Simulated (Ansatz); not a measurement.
`[SH][Ge]([Cl])([Cl])[Cl]` + HBr → `[Cl][Ge]([Cl])([Cl])[Br]` + H₂S at 400 K and 1 bar (ligand exchange at a Ge–S bond).

Computed with Ansatz on PBE0-D4/def2-TZVP structures; ΔE is electronic, products minus reactants. CBS: MP2 limit from def2 TZ/QZ plus the TZ coupled-cluster correction, frozen cores. This one scheme is used for every species. For Br, Ge outer-core shells are correlated without core-valence functions, which leaves a few kJ/mol of doubt a bond. Scalar relativity is left out up to krypton. One conformer a species, not always the lowest.

```
                   species  CCSD(T)/CBS energy (Eh)  H − E (kJ/mol)  S (J/(mol·K))
`[SH][Ge]([Cl])([Cl])[Cl]`              -3853.97733            71.0          417.4
                       HBr              -2573.91920            27.6          207.2
`[Cl][Ge]([Cl])([Cl])[Br]`              -6028.93261            46.0          401.5
                       H₂S               -398.97279            53.4          215.9
```

H − E and S are ideal-gas, rigid-rotor, harmonic terms from PBE0-D4/def2-TZVP, for one conformer and one mirror image of each species. 1 Eh = 2625.50 kJ/mol, R = 8.31446 J/(mol·K).

Q: By hand: ΔE, ΔH, ΔS and ΔG.

A: ΔE = (-6028.93261) + (-398.97279) − (-3853.97733) − (-2573.91920) = -0.00887 Eh = -23.3 kJ/mol. Δ(H − E) = 46.0 + 53.4 − 71.0 − 27.6 = 0.8, so ΔH = -22.5 kJ/mol. ΔS = 401.5 + 215.9 − 417.4 − 207.2 = -7.2 J/(mol·K). ΔG = -22.5 − 400 × (-7.2)/1000 = -19.6 kJ/mol.

Q: By hand: the equilibrium constant, and the temperature at which ΔG would vanish if ΔH and ΔS stayed fixed.

A: log₁₀ K = −ΔG/(RT ln 10) = 2.6. ΔG = 0 at ΔH/ΔS = 3125 K, far beyond where these terms or the molecules hold.

The number of gas molecules stays the same, so ΔS is small and ΔH decides. A doubt of 5 kJ/mol in ΔE shifts log₁₀ K by 0.7 here. Other conformers and mirror images would add mixing entropy, several J/(mol·K) or more a flexible species. These are equilibria of isolated gas molecules and say nothing of rates. Largest T1 diagnostic: 0.010 (customary marks: 0.02 for closed shells, 0.045 for open ones).
